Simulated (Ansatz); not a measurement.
Abridged output of a molecular run in Ansatz:

```
Functional definition: HF
1535 factors; integrals over basis functions are off by at most 9.5e-4 eV
mean field evaluation 1: about -22870.8403 eV, gradient 3.0e1 eV
mean field evaluation 2: about -22871.2174 eV, gradient 3.1e1 eV
mean field evaluation 4: about -22873.9137 eV, gradient 5.0e0 eV
mean field evaluation 8: about -22873.9936 eV, gradient 3.6e-1 eV
mean field -22873.99437688 eV, -840.6037888000 hartree, gradient 6.9e-6 eV, S^2 0.000000; 0 other end points of the search recorded, 0 dependent functions left out
13 core orbitals not correlated: weight in the atoms' cores, before any rotation towards them, 1.000 or more for the frozen orbitals, at most 0.000 for the correlated occupied ones
reference -22873.99437688 eV, -840.6037888000 hartree; 15, 15 occupied and 233, 233 virtual orbitals, 1535 factors
second order -23.60424341 eV of doubles, -0.00000000 eV of singles
cycle   1  -24.07565425 eV  change   -4.7e-1 eV  update   1.1e-1
cycle   2  -24.74273130 eV  change   -6.7e-1 eV  update   3.4e-2
cycle   3  -24.88668759 eV  change   -1.4e-1 eV  update   1.7e-2
cycle   4  -24.87536674 eV  change    1.1e-2 eV  update   4.1e-3
cycle   5  -24.87406722 eV  change    1.3e-3 eV  update   2.1e-3
cycle   6  -24.87474140 eV  change   -6.7e-4 eV  update   6.3e-4
cycle   7  -24.87437761 eV  change    3.6e-4 eV  update   3.1e-4
cycle   8  -24.87429520 eV  change    8.2e-5 eV  update   9.9e-5
cycle   9  -24.87433440 eV  change   -3.9e-5 eV  update   4.1e-5
cycle  10  -24.87433091 eV  change    3.5e-6 eV  update   1.4e-5
perturbative correction -1.09270833 eV, -0.0401562906 hartree
Total energy: -22899.96141612 eV, -841.5580598912 hartree
```

Its atoms:

Z-matrix (Å, degrees):
```
Si
S 1 2.137
H 1 1.483 2 112.0
H 1 1.483 2 105.5 3 -119.8
H 1 1.487 2 109.6 3 121.2
C 2 1.790 1 98.4 3 -68.9
O 6 1.408 2 118.7 1 78.4
C 6 1.458 2 119.1 1 147.3
H 6 1.087 2 114.3 1 -62.1
H 8 1.087 6 119.6 2 148.4
H 8 1.087 6 118.6 2 -4.5
```

Which basis set was used?
A. def2-TZVPP
B. def2-SVPD
C. cc-pV(D+d)Z
D. def2-SVP

A. It gives 261 functions.

Write the keys of the input that set method, charge and spin (a neutral closed shell needs none for the last two).


```yaml
correlation: {method: ccsd_t}
```
